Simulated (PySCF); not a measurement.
silole (C$_{4}$H$_{6}$Si), singlet, at a GFN2-xTB geometry. Base run: DF-B3LYP/cc-pVDZ (PySCF).

The PySCF input:
```python
from pyscf import gto, scf, dft

mol = gto.M(
    atom='''
C    -1.206386    0.785748   -0.411091
C     0.027106    1.290884   -0.293763
Si    1.213557   -0.072862    0.247381
C    -0.238140   -1.278214    0.250744
C    -1.352771   -0.632096   -0.110587
H    -2.074203    1.359000   -0.708668
H     0.246039    2.326892   -0.492070
H     1.789556    0.148960    1.574571
H     2.232005   -0.390415   -0.754786
H    -0.234511   -2.327584    0.494420
H    -2.327536   -1.094718   -0.188616
''',
    basis='cc-pvdz',
    charge=0,
    spin=0,
    verbose=4,
)

mf = dft.RKS(mol)
mf.xc = 'b3lyp'
mf = mf.density_fit(auxbasis='def2-universal-jkfit')
mf.kernel()
```

Each row names what was changed in the base input (with any setting that the change needs).

```tsv
change	basis functions	E (Eh)	HOMO (eV)	HOMO-LUMO gap (eV)	dipole (D)
base	104	-445.50351	-6.29	4.85	0.26
basis = x2c-SVPall; relativity = none (without mf = mf.density_fit(auxbasis='def2-universal-jkfit'))	104	-445.24364	-6.38	4.85	0.22
basis = x2c-SVPall; relativity = spin-free X2C (without mf = mf.density_fit(auxbasis='def2-universal-jkfit'))	104	-445.95653	-6.37	4.85	0.22
basis = jorge-DZP-DKH; relativity = spin-free X2C (without mf = mf.density_fit(auxbasis='def2-universal-jkfit'))	114	-446.17537	-6.35	4.83	0.24
basis = x2c-TZVPall; relativity = spin-free X2C (without mf = mf.density_fit(auxbasis='def2-universal-jkfit'))	197	-446.24264	-6.45	4.78	0.31
basis = x2c-TZVPall; relativity = none (without mf = mf.density_fit(auxbasis='def2-universal-jkfit'))	197	-445.49095	-6.45	4.77	0.31
basis = jorge-DZP-DKH; relativity = none (without mf = mf.density_fit(auxbasis='def2-universal-jkfit'))	114	-445.42913	-6.36	4.83	0.24
basis = x2c-SVPall; relativity = spin-free X2C; nucleus = Gaussian (with nucmod='G'; without mf = mf.density_fit(auxbasis='def2-universal-jkfit'))	104	-445.95635	-6.37	4.85	0.22
basis = jorge-DZP-DKH; relativity = spin-free X2C; nucleus = Gaussian (with nucmod='G'; without mf = mf.density_fit(auxbasis='def2-universal-jkfit'))	114	-446.17517	-6.35	4.83	0.24
basis = x2c-TZVPall; relativity = spin-free X2C; nucleus = Gaussian (with nucmod='G'; without mf = mf.density_fit(auxbasis='def2-universal-jkfit'))	197	-446.24244	-6.45	4.78	0.31
```

Total energies compare only within one method and basis.

Basis sets contracted for a relativistic Hamiltonian are a mismatch without it, so the rows without relativity aren't non-relativistic limits. No row has spin-orbit coupling; sets with core potentials leave out the core electrons.
